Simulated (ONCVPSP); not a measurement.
**Tl (Z = 81), ONCV: configuration errors across variants**

ONCVPSP 4.0.1 input, shortened (lines: element, Z, core and valence counts, functional; n l f; lmax; l rc ep ncon nbas qcut; lloc lpopt rc5 dvloc0; l nproj debl; icmod fcfact rcfact), PBE, scalar-relativistic:

```
  Tl 81.00   10    5        4      upf
    1    0    2.00
    2    0    2.00
    2    1    6.00
    3    0    2.00
    3    1    6.00
    3    2   10.00
    4    0    2.00
    4    1    6.00
    4    2   10.00
    4    3   14.00
    5    0    2.00
    5    1    6.00
    5    2   10.00
    6    0    2.00
    6    1    1.00
    2
    0    1.60    0.00    4    7    9.40
    1    1.95    0.00    4    8    8.30
    2    2.10    0.00    4    8    8.50
    4    5    1.45    0.00
    0    3    2.80
    1    3    0.60
    2    3    2.80
    1    0.20    0.00
```

All-electron excitation energies from the reference (eV): (1) 5s2 5p6 5d10 6s2 6p0 5.167; (2) 5s2 5p6 5d10 6s1 6p0 25.947; (3) 5s2 5p6 5d10 6s0 6p3 15.211.

Errors AE − PS in meV (a dash: test not solved or not reliable):

```csv
change,(1),(2),(3),bound ghosts,GHOST(+) flags above zero
base,-2.5,-13,-7.9,none,s
"local potential polynomial inside 1.20 bohr (lpopt 1, dvloc0 3 Ha)",-2.5,-13,-8.0,none,s
"core correction Teter function fitted to the true core (icmod 2), fcfact 0.3",-2.4,-12,-7.5,none,s
```

Give the same row for: local potential polynomial inside 1.45 bohr (lpopt 5, dvloc0 7.5 Ha).

-3.8, -15, -5.9; bound ghosts: none; GHOST(+) flags above zero: s, p.
